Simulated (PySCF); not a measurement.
Task: Write Cartesian coordinates for `CC(=S)C(C)(C)OC(F)F` as optimised with PBE0-D3(BJ)/def2-SVP.

Result: 
```xyz
20
C6H10F2OS angstrom
C      1.861    1.061   -0.507
C      1.189   -0.003    0.306
S      1.895   -0.664    1.612
C     -0.178   -0.476   -0.215
C     -0.938   -1.369    0.754
C      0.036   -1.194   -1.544
O     -0.963    0.680   -0.554
C     -1.320    1.504    0.457
F     -2.563    1.216    0.893
F     -1.349    2.754   -0.023
H      2.627    1.573    0.088
H      1.143    1.782   -0.922
H      2.370    0.583   -1.362
H     -0.410   -2.320    0.896
H     -1.939   -1.561    0.343
H     -1.043   -0.904    1.744
H      0.462   -0.514   -2.294
H      0.709   -2.052   -1.408
H     -0.932   -1.555   -1.920
H     -0.632    1.463    1.323
```

Any rigid rotation of these coordinates is as good. Atoms count from 1 in this order. The C–C distances run from 1.498 Å (C1–C2, drawn single) to 1.537 Å (C2–C4, drawn single), a spread of 0.039 Å. The 2 C–O bonds span 1.353 Å (O7–C8, drawn single) to 1.438 Å (C4–O7, drawn single), a spread of 0.085 Å. Of the pairs four or more bonds apart, C2···H20 is among the closest relative to their van der Waals radii: 2.55 Å, 88 % of the sum of Bondi's values.

Bonds between heavy atoms (Å): C1–C2 1.498, C2=S3 1.625, C2–C4 1.537, C4–C5 1.520, C4–C6 1.526, C4–O7 1.438, O7–C8 1.353, C8–F9 1.349, C8–F10 1.339.

Theory: PBE0-D3(BJ)/def2-SVP geometry optimisation, gas phase (PySCF 2.14.0).

Point group: C1 (no symmetry element, even within 0.4 Å). Stationary, but not proved a minimum. The numbers are those of one conformer (C1–C2–C4–C5 -170°, C2–C4–O7–C8 -65°, C4–O7–C8–F9 -96°).

On an Arm Neoverse V2 with one thread, shared host, this took 2.9 min of wall time. These figures are those of the optimisation.
